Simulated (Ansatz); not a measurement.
In5O12H9. Charge 0, multiplicity 3. Geometry PBE-D4/def2-SVP, that of the neutral singlet; atoms count from 1.

```
atom    x (Å)    y (Å)    z (Å)
 In1   1.5394   0.7096   0.0559
 In2  -1.2227  -0.6874   1.5497
 In3  -1.6307   1.8756  -1.1139
 In4   1.0155  -2.3798  -0.8333
 In5   1.0940   1.5759   3.4460
  O6  -2.6709  -1.4613   0.3558
  O7  -0.6243  -0.3073   3.5000
  O8   0.5088   1.5056  -1.6695
  O9   0.1445   1.9152   1.3007
 O10  -1.1307   3.8070  -1.5230
 O11  -3.1012   0.6043  -1.5644
 O12   2.3495  -0.7222  -1.4171
 O13  -1.2297   1.4552   1.0164
 O14   1.9617  -4.1635  -0.8843
 O15   2.7884   1.3493   1.6038
 O16   0.6943  -1.1049   0.8141
 O17  -0.9064  -2.2502  -1.5625
 H18  -2.1186  -1.8877  -0.3732
 H19  -1.3684  -0.0235   4.0685
 H20   0.6515   2.4799  -1.7562
 H21  -1.1535   4.2996  -0.6783
 H22  -3.0539  -0.1217  -0.8791
 H23   2.0758  -0.3407  -2.2786
 H24   2.9037  -4.0239  -0.6624
 H25   3.6146   0.8357   1.7008
 H26  -1.1308  -2.9390  -2.2159
```

In the def2 sets In takes a core potential; there is no spin–orbit coupling. Single mean-field runs in def2-TZVP are fitted with def2-universal-jkfit. The structure holds one bond between oxygen atoms, so isomers without such links may lie far lower. At PBE0-D4/def2-TZVP a singlet of charge 0 lies 3.45 eV below the triplet at the same geometry.

Estimate the Mulliken populations from the PBE0/def2-TZVP orbitals of Ansatz.


```csv
atom,charge (e),spin (α − β)
In1,1.18,0.09
In2,1.03,0.17
In3,1.01,0.04
In4,1.10,0.08
In5,0.66,1.18
O6,-0.70,0.06
O7,-0.68,0.07
O8,-0.71,0.01
O9,-0.44,0.17
O10,-0.68,0.00
O11,-0.62,0.02
O12,-0.72,0.00
O13,-0.43,0.02
O14,-0.66,0.01
O15,-0.74,0.05
O16,-0.84,-0.03
O17,-0.76,0.00
H18,0.36,0.01
H19,0.31,0.03
H20,0.35,0.00
H21,0.32,0.00
H22,0.35,0.01
H23,0.34,0.01
H24,0.31,0.00
H25,0.33,0.01
H26,0.32,0.00
```
Mulliken values depend strongly on the basis.

Where does the spin sit?

Summed by element: In 1.54, O 0.38, H 0.08, of 2 unpaired in all. Largest on single atoms: In5 1.18, O9 0.17, In2 0.17.

And the Mayer bond orders between heavy atoms (over 0.3)?

In1–O8 0.54 (2.16 Å); In1–O9 0.33 (2.22 Å); In1–O12 0.50 (2.21 Å); In1–O15 0.57 (2.09 Å); In1–O16 0.55 (2.14 Å); In2–O6 0.91 (2.03 Å); In2–O7 0.59 (2.08 Å); In2–O13 0.34 (2.21 Å); In2–O16 0.58 (2.10 Å); In3–O8 0.42 (2.24 Å); In3–O10 0.91 (2.04 Å); In3–O11 1.06 (2.00 Å); In3–O13 0.36 (2.21 Å); In4–O12 0.46 (2.21 Å); In4–O14 0.96 (2.02 Å); In4–O16 0.53 (2.11 Å); In4–O17 0.73 (2.06 Å); In5–O7 0.35 (2.55 Å); In5–O9 0.44 (2.37 Å); In5–O15 0.31 (2.51 Å); O9–O13 0.84 (1.48 Å).
